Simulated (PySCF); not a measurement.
# Polarisability and C₆ of Cr²⁺ (chromium, charge +2)

[Ar] 3d4, high-spin 5D determinant. All numbers are calculated (PySCF 2.14, the non-relativistic Hamiltonian (point nucleus), in def2-QZVPPD (11s6p5d3f2g, 93 functions)). Coupled (time-dependent) response in atomic units; α is the mean over directions.

```json
{"method": "wB97X-V", "mean α (bohr³)": "4.019", "α xx, yy, zz": "3.768, 3.768, 4.521", "C₆ (like pair)": "11.94", "S(−4)": "10.76"}
```

S(−4) is the Cauchy moment in α(ω) = α(0) + S(−4) ω² + …

α(iu) at wB97X-V:

```
u (hartree)  α(iu) (bohr³)
          0          4.019
     0.0500          3.993
      0.100          3.917
      0.200          3.665
      0.300          3.361
      0.500          2.817
      0.750          2.321
       1.00          1.955
       1.50          1.428
       2.00          1.074
       3.00         0.6583
       5.00         0.3152
```

For an ion, C₆ is the dispersion term alone; charge-induced terms of lower order in 1/R come first.

The components differ because the open shell of this determinant is not spherical; for a pure term their mean is the scalar polarisability.
